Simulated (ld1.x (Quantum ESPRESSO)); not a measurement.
P (Z = 15): one change to an ultrasoft potential, before and after

phosphorus, ultrasoft, made with ld1.x (Quantum ESPRESSO) 7.5 (PBEsol, non-relativistic). Core [Ne], reference 3s1.5 3p3.5. Waves: 3s (bound): rcut 1.50, rcutus 1.60 bohr; 3s channel at -0.25 Ry: rcut 1.50, rcutus 1.60 bohr; 3p (bound): rcut 1.45, rcutus 2.00 bohr; 3p channel at 3.5 Ry: rcut 1.45, rcutus 2.00 bohr. Local part: all-electron potential smoothed inside 1.60 bohr (lloc = -1). Core correction: none. Augmentation charge: built from norm-conserving waves at rcut, not smoothed further.

Change: waves 3s (bound): rcut 1.50, rcutus 1.94 bohr; 3s channel at -0.25 Ry: rcut 1.50, rcutus 1.94 bohr.

Cutoffs: the cutoffs (Ry, on a coarse ladder) from which the occupation-weighted sum of valence levels, in a spherical-Bessel basis at the reference potential, stays within 10 and 1 mRy of its value at 400 Ry; they do not see the model core or the augmentation charge, which bear on the density cutoff. Errors are all-electron minus pseudo energies relative to the spin-unpolarised reference configuration.

What does the change do?

The potential gets softer (15 Ry and 21 Ry → 12 Ry and 18 Ry); of the 7 tests that both files solve, the error grows in 3 and shrinks in 0 by more than 15 % and 0.3 meV (median size 0.7 → 1.4 meV); neither file shows a bound ghost. A larger radius leaves more room for a smooth pseudo-wave, so fewer plane waves are needed. More of the atom is replaced by a form fitted at one configuration, so other configurations suffer.

```tsv
quantity	base	changed
cutoff, loose	15 Ry	12 Ry
cutoff, tight	21 Ry	18 Ry
loose cutoff by channel (10 mRy a level)	s 10 Ry, p 10 Ry	s 6 Ry, p 10 Ry
bound ghosts	none	none
error for 3s2 3p3, meV [ΔE -4.19 eV]	+0.4	+0.5
error for 3s2 3p2, meV [ΔE 5.52 eV]	+0.7	+1.4
error for 3s2 3p1, meV [ΔE 24.64 eV]	+9.2	+12
error for 3s1 3p4, meV [ΔE 4.23 eV]	+0.4	+0.4
error for 3s2 3p3.3, meV [ΔE -5.50 eV]	+0.6	+0.6
error for 3s0 3p5, meV [ΔE 12.78 eV]	+2.4	+2.4
error for 3s2 3p0, meV [ΔE 54.36 eV]	+48	+57
s: phases at 2.19 bohr within 0.05 rad from the reference energy up to (Ry; the scan ends near 5)	4.3	4.0
p: phases at 2.19 bohr within 0.05 rad from the reference energy up to (Ry; the scan ends near 5)	to the end of the scan	to the end of the scan
lowest overlap eigenvalue by channel	s 0.35, p 0.64	s 0.40, p 0.64
```
